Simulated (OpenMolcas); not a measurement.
**Multiplet structure of Ar³⁺**

- Program: OpenMolcas 26.06
- Method: MS-RASPT2, IPEA 0.25 Eh, imaginary shift 0.1 Eh (closed shells correlated: 2s 2p)
- Basis: ANO-RCC-VQZP [6s5p3d2f1g]
- Scalar Hamiltonian: DKH2, point nucleus
- Active space: 5 electrons in 9 orbitals (RAS2 3s 3p; RAS3 3d, at most 2 electrons)
- State averaging: 2S+1 = 4 odd, 1 root; 2S+1 = 2 odd, 11 roots; 2S+1 = 4 even, 3 roots; 2S+1 = 2 even, 9 roots
- Spin-orbit coupling: state interaction with AMFI integrals over the reference wave functions, term energies averaged over their components

Spin-free terms above the lowest, with the occupations of the reference:

```
Configuration  Term  E (cm-1)              Occupations
      3s2 3p3   4S*       0.0  3s 1.96 3p 2.99 3d 0.05
      3s2 3p3   2D*     21510  3s 1.96 3p 2.98 3d 0.06
      3s2 3p3   2P*     35390  3s 1.93 3p 3.01 3d 0.06
       3s 3p4    4P    118830  3s 1.09 3p 3.76 3d 0.15
       3s 3p4    2D    149290  3s 1.21 3p 3.52 3d 0.27
```

With spin-orbit coupling, above the lowest level:

| Configuration | Term | J | E (cm-1) | Measured (cm-1) | g | Term weight % |
| --- | --- | --- | --- | --- | --- | --- |
| 3s2 3p3 | 4S* | 3/2 | 0.0 | 0.0 | 2.002 | 100 |
| 3s2 3p3 | 2D* | 3/2 | 21440 | 21091 | 0.803 | 99 |
| 3s2 3p3 | 2D* | 5/2 | 21550 | 21220 | 1.200 | 100 |
| 3s2 3p3 | 2P* | 1/2 | 35440 | 34855 | 0.666 | 100 |
| 3s2 3p3 | 2P* | 3/2 | 35560 | 35032 | 1.331 | 99 |
| 3s 3p4 | 4P | 5/2 | 118340 | 117563 | 1.601 | 100 |
| 3s 3p4 | 4P | 3/2 | 119200 | 118516 | 1.735 | 100 |
| 3s 3p4 | 4P | 1/2 | 119690 | 119043 | 2.670 | 100 |
| 3s 3p4 | 2D | 3/2 | 149300 | 145921 | 0.800 | 100 |
| 3s 3p4 | 2D | 5/2 | 149340 | 145999 | 1.201 | 100 |

Against the 9 measured excited levels shown (Saloman, J. Phys. Chem. Ref. Data 39, 033101 (2010)) the mean absolute deviation is 1200 cm-1; the largest miss in energy is 3s 3p4 2D 3/2: computed 149300, measured 145921 cm-1 (+2.3 %).

Spin-orbit coupling puts the lowest level 33.2 cm-1 below the lowest spin-free term.

CASPT2 does not keep the components of a term degenerate, so their means are used; among the terms shown or strongly mixed into the levels shown the widest spread is 180 cm-1 (3s 3p4 2D). The run also gave levels led by 3s2 3p2 3d, which use shells meant for correlation; these and all levels above them are left out. Some terms mix strongly with configurations of 3d, whose occupation reaches 0.27 (3s 3p4 2D). Measured partners are found by configuration, term and J. A level has none where our copy of the source lacks it or the pairing is in doubt (some pairs that miss far off the trend of their configuration count as doubtful), and it then counts in no deviation. Only configurations of the active space appear. The first state left out of the spin-orbit step lies near 210000 cm-1 above the lowest spin-free state of the reference (among the parities and spins computed), and the list stops at four fifths of that energy or lower.

The term weight is that of the spin-free term in the level, not the purity of its configuration. * marks odd parity.
